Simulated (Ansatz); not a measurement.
Zn9H26Se9, relaxed as a singlet with RKS PBE-D4/def2-SVP in Ansatz, starting from a model built from a lattice or polyhedron. Force threshold 0.03 eV/Å.

Single mean-field runs in def2-SVP are fitted with def2-universal-jkfit. In the singlet geometry the species has come apart into loosely held pieces. In the singlet, H20 and H34 lie 0.79 Å apart, H30 and H40 lie 0.79 Å apart (atoms count from 1), so H2 has formed as a molecule.

Start:

```
atom    x (Å)    y (Å)    z (Å)
 Se1   4.0193  -1.0429   0.4852
 Zn2   2.6598  -0.4444  -1.4963
 Se3   2.0345  -2.4964  -2.6881
 Zn4   1.2759   2.7624   0.4547
 Se5   0.6521   0.7364  -0.7531
 Zn6  -0.7089   1.3115  -2.6964
 Zn7  -0.3991  -2.6799  -2.7602
 Se8  -1.3626  -0.7401  -3.9163
 Se9  -2.7089   2.5061  -2.0128
Zn10   2.7288  -2.4939   1.9643
Zn11   1.3544   0.7129   3.9316
Se12   0.3876   2.6573   2.7682
Se13   0.7292  -1.3216   2.6908
Zn14  -0.6311  -0.7273   0.7463
Se15  -1.2678  -2.7784  -0.4613
Zn16  -2.0465   2.4977   2.6806
Se17  -2.6924   0.4402   1.4812
Zn18  -4.0447   1.0478  -0.4911
 H19   5.2829  -1.7794   0.0371
 H20   4.4368   0.2114   1.2150
 H21   3.4898   0.4746  -2.4038
 H22   2.5803  -2.4265  -4.0895
 H23   2.6125  -3.6686  -1.9552
 H24   2.7967   2.8945   0.5067
 H25   0.6784   4.0007  -0.2825
 H26   0.1165   2.2364  -3.6189
 H27  -0.7945  -3.9787  -3.5113
 H28  -0.7745  -0.6692  -5.2997
 H29  -2.8421  -0.8447  -3.9331
 H30  -2.3595   3.7349  -1.2434
 H31  -3.5689   2.8432  -3.1598
 H32   3.5777  -2.8298   3.2155
 H33   2.3424  -3.7594   1.2259
 H34   2.8775   0.8300   3.9442
 H35   0.7705   0.6580   5.3314
 H36   0.8028   3.9425   3.4936
 H37  -0.0833  -2.2130   3.6396
 H38  -0.7097  -3.9817   0.2440
 H39  -2.7744  -2.8828  -0.4959
 H40  -2.6234   3.7006   1.9478
 H41  -2.5676   2.4485   4.1467
 H42  -3.5053  -0.4279   2.4047
 H43  -4.4369  -0.2285  -1.2481
 H44  -5.3044   1.7673  -0.0381
```

Task: Estimate the energy that the relaxation releases and the steps that it takes.

Result: 13.42 eV, in 36 steps; 93 s on 11 threads of AMD EPYC 7R13 on a shared host and a whole NVIDIA H100 80GB HBM3. No frequencies were taken in this run, so the end may be a saddle point.

Task: Does the start keep its bonding and symmetry?

Result: Bonds lost: Se1–H20, Zn2–Se3, Zn6–Se8, Se9–H30, Zn10–Se13, Zn11–H34, Zn16–H40, Se17–Zn18 (atoms count from 1). Metal–metal contacts that move far: Zn2–Zn4 4.00 to 2.65 Å, Zn4–Zn6 4.00 to 2.65 Å. The end holds 3 separate pieces.

Task: Predict the relaxed structure.

Result: 
```xyz
44

Se    3.427   -0.607    1.079
Zn    3.154    0.594   -1.077
Se    1.902   -2.580   -2.388
Zn    1.497    2.560   -0.442
Se    0.545    0.289   -1.086
Zn   -0.341    2.418   -2.344
Zn   -0.585   -3.085   -2.831
Se   -1.487   -0.805   -3.621
Se   -2.461    2.469   -1.054
Zn    2.442   -2.924    0.816
Zn    1.107    0.969    3.941
Se    0.611    2.569    2.007
Se    0.661   -1.252    2.917
Zn   -0.556   -0.448    0.898
Se   -1.336   -2.772   -0.312
Zn   -1.788    2.467    2.894
Se   -2.719    0.505    1.687
Zn   -3.634    0.249   -1.387
H     4.847   -1.032    1.104
H     3.299    0.777    3.360
H     3.843    0.345   -2.462
H     2.300   -2.576   -3.846
H     2.170   -4.051   -2.349
H     3.117    2.310   -0.406
H     0.608    3.623   -1.316
H    -0.102    2.409   -3.892
H    -1.038   -4.420   -3.509
H    -0.893   -0.900   -5.008
H    -2.714   -1.491   -4.132
H    -2.568    3.825    1.245
H    -3.395    3.273   -1.881
H     3.275   -4.135    1.368
H     1.059   -2.727   -0.031
H     3.245    1.149    4.051
H     1.016    1.470    5.415
H     1.017    3.828    2.686
H    -0.568   -1.475    3.736
H    -0.965   -4.066    0.354
H    -2.800   -3.109   -0.312
H    -2.629    4.197    1.936
H    -2.133    3.097    4.278
H    -2.791   -0.329    2.924
H    -2.466   -0.891   -1.316
H    -5.174    0.284   -1.693
```
Bond lengths (bridged metal pairs left out): 19 × Se–Zn 2.39 to 2.73 Å; 11 × H–Zn 1.56 to 1.64 Å; 11 × H–Se 1.48 to 1.51 Å.
